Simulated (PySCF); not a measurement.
Task: Write Cartesian coordinates for InChI=1S/CH3BF2/c1-2(3)4/h1H3 as optimised with PBE0-D3(BJ)/def2-SVP.

Result: 
```xyz
7
CH3BF2 angstrom
C     -0.636    0.110    0.262
B      0.788   -0.110   -0.329
F      1.697    0.849   -0.376
F      1.166   -1.285   -0.805
H     -0.839    1.162    0.501
H     -0.740   -0.485    1.184
H     -1.403   -0.262   -0.434
```

Any rigid rotation of these coordinates is as good. Atoms count from 1 in this order. The 4 heavy atoms lie in one plane (0.002 Å rms). B2 (three-coordinate boron) is planar (angles 122.7°, 121.5° and 115.8°, sum 360.0°, 0.01 Å off the plane of its three neighbours).

Bonds between heavy atoms (Å): C1–B2 1.557, B2–F3 1.321, B2–F4 1.323.

Computed with PBE0-D3(BJ)/def2-SVP geometry optimisation, gas phase (PySCF 2.14.0).

Point group: near Cs, missed by 0.19 Å at most; the miss may be what the optimiser left on a soft mode. Whether it is a minimum is left open (no frequencies).
